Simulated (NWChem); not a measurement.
Total energies of GeS

```xyz
2

Ge     0.0000     0.0000     0.6727
S      0.0000     0.0000    -1.3454
```
Charge 0, spin multiplicity 1.

Program: NWChem. Structure: optimised with PBE0/def2-SVP, a minimum by its harmonic frequencies.

Basis set: def2-QZVP (145 functions).

| method | total energy (Ha) | relative cost |
|---|---|---|
| RHF | -2472.99544 | 1 |
| MP2 | -2473.45831 | 3 |
| B2PLYP | -2474.82782 | 5 |
| PBE | -2474.82124 | under 3 |
| B3LYP | -2475.36438 | under 3 |
| LC-wPBE (omega 0.3 per bohr) | -2474.85565 | 20 |

Total energies of different functionals aren't comparable as a measure of quality: only differences taken within one method are. The cost column gives rough processor time relative to RHF; each entry includes its own SCF.

The Hamiltonian is non-relativistic. The correlated methods keep 14 core orbitals frozen. B3LYP has NWChem's definition, with VWN1-RPA local correlation. GW and range-separated runs recompute their integrals, the others keep them in memory, which bears on the times. The structure started from a generated list of species.
